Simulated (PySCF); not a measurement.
Correlation energy of Bi²⁺ (bismuth, charge +2)

[Xe] 4f14 5d10 6s1 6p2, high-spin 4P determinant (an excited configuration). Calculation: PySCF 2.14, in x2c-QZVPPall; scalar relativity by spin-free X2C-1e. Frozen: [Kr] 4d10 4f14; 21 electrons correlated.

MP2 pair energies summed by pair of shells (mhartree):

```json
{"pair": "5d-5d", "energy": "-272.84", "share (%)": "49.1"}
{"pair": "5p-5d", "energy": "-100.29", "share (%)": "18.1"}
{"pair": "5d-6p", "energy": "-53.05", "share (%)": "9.6"}
{"pair": "5d-6s", "energy": "-34.17", "share (%)": "6.2"}
{"pair": "5p-5p", "energy": "-33.22", "share (%)": "6.0"}
{"pair": "5s-5d", "energy": "-22.81", "share (%)": "4.1"}
{"pair": "5s-5p", "energy": "-15.73", "share (%)": "2.8"}
{"pair": "5p-6p", "energy": "-6.18", "share (%)": "1.1"}
{"pair": "5p-6s", "energy": "-5.51", "share (%)": "1.0"}
{"pair": "6p-6p", "energy": "-3.85", "share (%)": "0.7"}
{"pair": "6s-6p", "energy": "-3.22", "share (%)": "0.6"}
{"pair": "5s-5s", "energy": "-3.08", "share (%)": "0.6"}
{"pair": "5s-6p", "energy": "-0.76", "share (%)": "0.1"}
{"pair": "5s-6s", "energy": "-0.70", "share (%)": "0.1"}
```

Total MP2 correlation energy: -555.40 mhartree.

Same-spin part -202.39 and opposite-spin part -353.00 mhartree; SCS-MP2 scales them by 1/3 and 6/5 to -491.07 mhartree.

This basis was not built for core-valence correlation, so the inner-shell part is incomplete.

Spin-orbit coupling is strong in this species, so the high-spin LS determinant is a model state.
